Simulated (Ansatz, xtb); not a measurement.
BH6SiSn: where a starting geometry ends

The starting geometry of this gas-phase doublet was built from a drawn formula by distance geometry and a force field; its bonds are those of `[SiH2][BH2-][SnH2+]`.

```yaml
atoms:
  - { symbol: B, position_ang: [-0.4983, -0.6591, -0.0542] }
  - { symbol: Si, position_ang: [-0.4212, 0.9648, -1.0836] }
  - { symbol: Sn, position_ang: [-1.4829, -2.2227, -1.2769] }
  - { symbol: H, position_ang: [0.0535, 0.7043, -2.3936] }
  - { symbol: H, position_ang: [0.5412, 1.9204, -0.3963] }
  - { symbol: H, position_ang: [0.6111, -0.9908, 0.2327] }
  - { symbol: H, position_ang: [-1.1572, -0.5116, 0.9741] }
  - { symbol: H, position_ang: [-2.7922, -3.0801, -0.4930] }
  - { symbol: H, position_ang: [-1.7778, -1.8487, -2.9338] }
```

Q: Where would you expect an optimisation with r2SCAN-D4/def2-SVP to take it?

A: A new bond forms, giving a structure given below by its coordinates. Contacts that close: Si2–Sn3 (3.37 → 2.82 Å).

The energy falls by 1.56 eV over 26 steps:

```csv
step,E − E(last) (eV)
1,1.558
4,0.988
7,0.833
9,0.816
12,0.811
15,0.785
18,0.356
20,0.151
23,0.008
26,0.000
```

Final geometry (Å):

```yaml
atoms:
  - { symbol: B, position_ang: [-0.3641, -0.6007, 0.4472] }
  - { symbol: Si, position_ang: [-0.4504, 0.7081, -0.9850] }
  - { symbol: Sn, position_ang: [-1.2629, -1.9818, -1.2281] }
  - { symbol: H, position_ang: [-1.6548, 1.5235, -1.3254] }
  - { symbol: H, position_ang: [0.6029, 0.9052, -2.0257] }
  - { symbol: H, position_ang: [0.7176, -1.0962, 0.6692] }
  - { symbol: H, position_ang: [-1.2438, -0.5601, 1.2775] }
  - { symbol: H, position_ang: [-2.9147, -1.9604, -1.7265] }
  - { symbol: H, position_ang: [-0.3536, -2.6611, -2.5277] }
```

From the same start GFN2-xTB ends elsewhere, differing in B1–Sn3 (2.72 against 2.35 Å here), Si2–Sn3 (3.10 against 2.82 Å here).

No frequencies were run, so the end isn't proven a minimum. Open shells are spin-unrestricted. Atoms past krypton carry core potentials, without spin–orbit terms. Run with Ansatz 0.2.0, 2.9 min on 2 threads of Arm Neoverse V2, with other jobs on the host.
